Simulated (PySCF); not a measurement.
C8H7Br.
Structure used (PBE0-D3(BJ)/def2-SVP), in Å, numbered top down from 1:
```xyz
16
C8H7Br angstrom
Br     2.853    0.106    0.501
C      1.179    0.251   -0.399
C      0.516    1.415   -0.353
C     -0.748    1.696   -1.042
C     -1.896    1.009   -0.930
C     -2.141   -0.181   -0.107
C     -1.457   -1.336   -0.128
C     -0.319   -1.663   -0.993
C      0.822   -0.971   -1.129
H      0.978    2.251    0.183
H     -0.761    2.615   -1.641
H     -2.777    1.412   -1.446
H     -3.031   -0.133    0.533
H     -1.830   -2.160    0.494
H     -0.401   -2.607   -1.546
H      1.607   -1.374   -1.779
```

Computed with PySCF, PBE0-D3(BJ)/def2-SVP geometry optimisation, gas phase.

Masses are those of the commonest isotopes; rigid-rotor values at the optimised geometry. The values belong to one conformer with, in the numbering `[Br:1][C:2]1=[CH:3]/[CH:4]=[CH:5]\[CH:6]=[CH:7]/[CH:8]=[CH:9]\1`, C2–C3–C4–C5 56°, C4–C5–C6–C7 -55°, C6–C7–C8–C9 55°, Br1–C2–C9–C8 125°.

**Question.** Give the principal moments of inertia and the rotational constants in MHz.

**Answer.** Ia = 206.13, Ib = 748.40, Ic = 872.83 u·Å²; 505379 MHz·u·Å²/I gives A = 2452, B = 675.3, C = 579.0 MHz.

**Question.** What kind of rotor is it?

**Answer.** An asymmetric top: κ = (2 × 675.3 − 2452 − 579.0)/(2452 − 579.0) = -0.90.

**Question.** Is it planar, by Δ = Ic − Ia − Ib?

**Answer.** Not planar: Δ = Ic − Ia − Ib = -81.70 u·Å². For a rigid frame Δ = −2 Σ m c², so Σ m c² = 40.85 u·Å² lies off the ab plane: 9.82 from hydrogen and 31.03 from heavier atoms. The atom farthest from that plane is 1.77 Å away.

**Question.** Give the other two planar moments, Paa and Pbb, and the rms extents of the mass along the axes.

**Answer.** Paa = Σ m a² = (Ib + Ic − Ia)/2 = 707.55 and Pbb = Σ m b² = (Ia + Ic − Ib)/2 = 165.28 u·Å². With the mass M = 181.97 u, the rms extents √(P/M) along a, b and c are 1.97, 0.95, 0.47 Å.

**Question.** Which types of transition are allowed, and where do some lines up to J = 5 fall?

**Answer.** The dipole components are |μa| = 1.80 D, |μb| = 0.02 D, |μc| = 0.22 D. Intensities carry the squares of the components, which stand as 1.00 : 0.00 : 0.02 (a : b : c). Some lines, for components of 0.1 D or more:

```json
{"type": "a", "branch": "Q", "J(Ka,Kc)": "4(1,3) ← 4(1,4)", "MHz": "962", "lower level (cm⁻¹)": "0.463"}
{"type": "a", "branch": "R", "J(Ka,Kc)": "1(0,1) ← 0(0,0)", "MHz": "1254", "lower level (cm⁻¹)": "0.000"}
{"type": "c", "branch": "Q", "J(Ka,Kc)": "4(1,4) ← 4(0,4)", "MHz": "1390", "lower level (cm⁻¹)": "0.416"}
{"type": "a", "branch": "R", "J(Ka,Kc)": "2(0,2) ← 1(0,1)", "MHz": "2505", "lower level (cm⁻¹)": "0.042"}
{"type": "a", "branch": "R", "J(Ka,Kc)": "3(1,3) ← 2(1,2)", "MHz": "3616", "lower level (cm⁻¹)": "0.182"}
{"type": "a", "branch": "R", "J(Ka,Kc)": "3(0,3) ← 2(0,2)", "MHz": "3748", "lower level (cm⁻¹)": "0.125"}
{"type": "c", "branch": "Q", "J(Ka,Kc)": "5(2,4) ← 5(1,4)", "MHz": "4768", "lower level (cm⁻¹)": "0.712"}
{"type": "c", "branch": "Q", "J(Ka,Kc)": "4(2,3) ← 4(1,3)", "MHz": "5000", "lower level (cm⁻¹)": "0.495"}
{"type": "a", "branch": "R", "J(Ka,Kc)": "4(2,3) ← 3(2,2)", "MHz": "5014", "lower level (cm⁻¹)": "0.494"}
{"type": "c", "branch": "Q", "J(Ka,Kc)": "3(2,2) ← 3(1,2)", "MHz": "5187", "lower level (cm⁻¹)": "0.321"}
{"type": "a", "branch": "R", "J(Ka,Kc)": "5(0,5) ← 4(0,4)", "MHz": "6197", "lower level (cm⁻¹)": "0.416"}
{"type": "a", "branch": "R", "J(Ka,Kc)": "5(2,4) ← 4(2,3)", "MHz": "6263", "lower level (cm⁻¹)": "0.662"}
{"type": "a", "branch": "R", "J(Ka,Kc)": "5(2,3) ← 4(2,2)", "MHz": "6337", "lower level (cm⁻¹)": "0.664"}
{"type": "c", "branch": "R", "J(Ka,Kc)": "4(1,3) ← 3(0,3)", "MHz": "7332", "lower level (cm⁻¹)": "0.250"}
{"type": "c", "branch": "R", "J(Ka,Kc)": "2(2,1) ← 1(1,1)", "MHz": "8030", "lower level (cm⁻¹)": "0.101"}
{"type": "c", "branch": "R", "J(Ka,Kc)": "5(1,4) ← 4(0,4)", "MHz": "8847", "lower level (cm⁻¹)": "0.416"}
{"type": "c", "branch": "Q", "J(Ka,Kc)": "5(3,3) ← 5(2,3)", "MHz": "9025", "lower level (cm⁻¹)": "0.875"}
{"type": "c", "branch": "R", "J(Ka,Kc)": "3(2,2) ← 2(1,2)", "MHz": "9381", "lower level (cm⁻¹)": "0.182"}
{"type": "c", "branch": "R", "J(Ka,Kc)": "4(2,3) ← 3(1,3)", "MHz": "10779", "lower level (cm⁻¹)": "0.302"}
{"type": "c", "branch": "R", "J(Ka,Kc)": "5(2,4) ← 4(1,4)", "MHz": "12225", "lower level (cm⁻¹)": "0.463"}
{"type": "c", "branch": "R", "J(Ka,Kc)": "3(3,0) ← 2(2,0)", "MHz": "12884", "lower level (cm⁻¹)": "0.369"}
{"type": "c", "branch": "R", "J(Ka,Kc)": "4(3,2) ← 3(2,2)", "MHz": "14150", "lower level (cm⁻¹)": "0.494"}
{"type": "c", "branch": "R", "J(Ka,Kc)": "5(3,2) ← 4(2,2)", "MHz": "15365", "lower level (cm⁻¹)": "0.664"}
{"type": "c", "branch": "Q", "J(Ka,Kc)": "5(5,1) ← 5(4,1)", "MHz": "16413", "lower level (cm⁻¹)": "1.602"}
{"type": "c", "branch": "R", "J(Ka,Kc)": "4(4,0) ← 3(3,0)", "MHz": "17790", "lower level (cm⁻¹)": "0.799"}
{"type": "c", "branch": "R", "J(Ka,Kc)": "5(4,1) ← 4(3,1)", "MHz": "19045", "lower level (cm⁻¹)": "0.966"}
{"type": "c", "branch": "R", "J(Ka,Kc)": "5(4,2) ← 4(3,2)", "MHz": "19045", "lower level (cm⁻¹)": "0.966"}
```

**Question.** Estimate the classical rotational partition function at 10 K, 50 K and 200 K.

**Answer.** Point group C1, symmetry number σ = 1; q = (√π/σ)·√((kT/h)³/(ABC)), k/h = 20836.6 MHz/K: 5440 at 10 K, 60900 at 50 K, 487000 at 200 K.

No PBE0-D3(BJ)/def2-SVP frequencies stand behind this structure, so it isn't proved a minimum. These are rigid-rotor constants of the computed structure; measured ground-state constants (B0) also hold zero-point vibration. Quadrupole hyperfine structure (79Br) is left out.
